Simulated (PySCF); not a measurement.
Breaking a bond: GeCl, doublet.

Computed with: UKS-PBE = PySCF with unrestricted PBE/cc-pVDZ; UKS-BHandHLYP = unrestricted BHandHLYP/cc-pVDZ (PySCF); UCCSD(T) = CCSD(T) on UHF/cc-pVDZ, 14 core orbitals frozen run with PySCF.

Energies relative to the lowest point of each curve near equilibrium, in eV; the last columns give the difference from UCCSD(T):

```json
[
 {"R / Å": "1.64", "UKS-PBE": "5.592", "UKS-BHandHLYP": "5.496", "UCCSD(T)": "5.686", "UKS-PBE − UCCSD(T)": "-0.094", "UKS-BHandHLYP − UCCSD(T)": "-0.190"},
 {"R / Å": "1.75", "UKS-PBE": "2.984", "UKS-BHandHLYP": "2.890", "UCCSD(T)": "3.007", "UKS-PBE − UCCSD(T)": "-0.023", "UKS-BHandHLYP − UCCSD(T)": "-0.117"},
 {"R / Å": "1.84", "UKS-PBE": "1.657", "UKS-BHandHLYP": "1.574", "UCCSD(T)": "1.649", "UKS-PBE − UCCSD(T)": "0.008", "UKS-BHandHLYP − UCCSD(T)": "-0.074"},
 {"R / Å": "1.97", "UKS-PBE": "0.569", "UKS-BHandHLYP": "0.512", "UCCSD(T)": "0.544", "UKS-PBE − UCCSD(T)": "0.024", "UKS-BHandHLYP − UCCSD(T)": "-0.032"},
 {"R / Å": "2.06", "UKS-PBE": "0.196", "UKS-BHandHLYP": "0.160", "UCCSD(T)": "0.174", "UKS-PBE − UCCSD(T)": "0.022", "UKS-BHandHLYP − UCCSD(T)": "-0.014"},
 {"R / Å": "2.09", "UKS-PBE": "0.120", "UKS-BHandHLYP": "0.091", "UCCSD(T)": "0.101", "UKS-PBE − UCCSD(T)": "0.020", "UKS-BHandHLYP − UCCSD(T)": "-0.009"},
 {"R / Å": "2.17", "UKS-PBE": "0.011", "UKS-BHandHLYP": "0.000", "UCCSD(T)": "0.000", "UKS-PBE − UCCSD(T)": "0.010", "UKS-BHandHLYP − UCCSD(T)": "0.000"},
 {"R / Å": "2.24", "UKS-PBE": "0.000", "UKS-BHandHLYP": "0.005", "UCCSD(T)": "0.000", "UKS-PBE − UCCSD(T)": "0.000", "UKS-BHandHLYP − UCCSD(T)": "0.005"},
 {"R / Å": "2.29", "UKS-PBE": "0.029", "UKS-BHandHLYP": "0.045", "UCCSD(T)": "0.037", "UKS-PBE − UCCSD(T)": "-0.008", "UKS-BHandHLYP − UCCSD(T)": "0.008"},
 {"R / Å": "2.41", "UKS-PBE": "0.187", "UKS-BHandHLYP": "0.229", "UCCSD(T)": "0.217", "UKS-PBE − UCCSD(T)": "-0.030", "UKS-BHandHLYP − UCCSD(T)": "0.012"},
 {"R / Å": "2.50", "UKS-PBE": "0.360", "UKS-BHandHLYP": "0.421", "UCCSD(T)": "0.407", "UKS-PBE − UCCSD(T)": "-0.047", "UKS-BHandHLYP − UCCSD(T)": "0.014"},
 {"R / Å": "2.72", "UKS-PBE": "0.871", "UKS-BHandHLYP": "0.979", "UCCSD(T)": "0.959", "UKS-PBE − UCCSD(T)": "-0.088", "UKS-BHandHLYP − UCCSD(T)": "0.019"},
 {"R / Å": "2.93", "UKS-PBE": "1.381", "UKS-BHandHLYP": "1.536", "UCCSD(T)": "1.508", "UKS-PBE − UCCSD(T)": "-0.128", "UKS-BHandHLYP − UCCSD(T)": "0.028"}
]
```

UKS-PBE is furthest from UCCSD(T) at 2.93 (-0.128 eV, below); its mean absolute difference over the points is 0.039 eV.

UKS-BHandHLYP is furthest from UCCSD(T) at 1.64 (-0.190 eV, below); its mean absolute difference over the points is 0.040 eV.

The scan ran from 1.64 to 8.75 Å; beyond the distances shown one of the unrestricted levels run for this scan, shown here or not, changes its spin distribution in one step.
